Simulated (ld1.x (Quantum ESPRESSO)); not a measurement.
## Configuration tests for Cd (PAW)

ld1.x (Quantum ESPRESSO) 7.5 input, shortened:

```
&input
   title='Cd', zed=48., rel=1, dft='PBESOL', iswitch=3,
   config='[Kr] 4d10 5s2 5p0'
 /
 &inputp
   pseudotype=3, lpaw=.true., tm=.true., lloc=-1, rcloc=1.30,
   nlcc=.true., new_core_ps=.true.,
   which_augfun='GAUSS', rmatch_augfun=0.70
 /
6
4S  1  0   2.00   0.00  1.20  1.45  0.0
5S  2  0   2.00   0.00  1.20  1.45  0.0
4P  2  1   6.00   0.00  1.55  2.18  0.0
5P  3  1   0.00   0.00  1.55  2.18  0.0
4D  3  2  10.00   0.00  0.75  1.00  0.0
4D  3  2   0.00  -0.40  0.75  1.00  0.0
 &test
   configts(1)='4s2 4p6 4d10 5s2 5p0'
 /
```

Energies are relative to the spin-unpolarised reference configuration 4s2 4p6 4d10 5s2 5p0; without spin polarisation the order of configurations can differ from experiment. Not all tests gave a result: 2 of 7 tests not solved or not reliable. Left out of the table: 4s2 4p6 4d9 5s2 5p1 (pseudo-atom not self-consistent, printed error +29.1 eV); 4s2 4p6 4d10 5s1 5p1 (solver errors, printed error -2.5 eV).

```csv
valence configuration,charge,ΔE all-electron (eV),error AE − PS (meV)
4s2 4p6 4d10 5s1 5p0,+1,9.308,+0.1
4s2 4p6 4d10 5s0 5p0,+2,26.404,+3.5
4s2 4p6 4d9 5s0 5p0,+3,64.402,+6.9
4s1 4p6 4d10 5s2 5p0,+1,113.409,-40
```

(1) What are ΔE and the potential's error for 4s2 4p6 4d9 5s2 5p0?

Levels in the configuration 4s2 4p6 4d9 5s0 5p0:

| level | all-electron (eV) | pseudo (eV) |
| --- | --- | --- |
| 4s | -141.311 | -141.282 |
| 4p | -102.184 | -102.360 |
| 4d | -45.806 | -45.793 |

Results:

(1) ΔE = 17.975 eV all-electron; the error (AE − PS) is -1.2 meV.

These tests converged, but a pseudo level misses the all-electron one widely, so the file describes the atom poorly there or has found another state: 4s2 4p6 4d10 5s0 5p0: empty 5p by 8.7 eV; 4s2 4p6 4d9 5s0 5p0: empty 5p by 13.2 eV (a node warning on the way).
